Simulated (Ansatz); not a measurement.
Basis sets compared for the cluster AlCl₃. Charge 0, multiplicity 1. Geometry B3LYP-D4/def2-TZVP. Ansatz on 2 threads of Arm Neoverse V2 on a shared host; times are rough, and most runs start from earlier orbitals.

```xyz
4

Al    0.000    0.000    0.000
Cl   -1.198    1.685    0.200
Cl   -0.190   -1.575    1.341
Cl    1.389   -0.110   -1.541
```

The structure comes from a short search, and lower isomers may exist.

Binding counts from free atoms (Al doublet, Cl doublet) in the same basis, without a counterpoise term.

```
              level  functions  energy (Eh)  HOMO (eV)  LUMO (eV)  binding per atom (eV)  wall time
    PBE-D4/def2-SVP         72   -1622.0292      -7.77      -1.97                   3.38     0.75 s
   PBE-D4/def2-TZVP        148   -1622.5973      -7.96      -2.18                   3.36      1.4 s
r2SCAN-D4/def2-TZVP        148   -1623.1835      -8.34      -1.75                   3.42      3.8 s
   PBE0-D4/def2-SVP         72   -1622.1708      -9.25      -1.15                   3.34      1.1 s
  PBE0-D4/def2-TZVP        148   -1622.7323      -9.38      -1.33                   3.34      2.2 s
```

**Question.** Estimate the rows for PBE-D4/def2-TZVPD, r2SCAN-D4/def2-TZVPD, PBE0-D4/def2-TZVPD.

**Answer.** 
```tsv
level	functions	energy (Eh)	HOMO (eV)	LUMO (eV)	binding per atom (eV)	wall time
PBE-D4/def2-TZVPD	181	-1622.5990	-8.02	-2.35	3.36	2.5 s
r2SCAN-D4/def2-TZVPD	181	-1623.1845	-8.36	-1.87	3.41	5.5 s
PBE0-D4/def2-TZVPD	181	-1622.7335	-9.42	-1.55	3.34	3.6 s
```
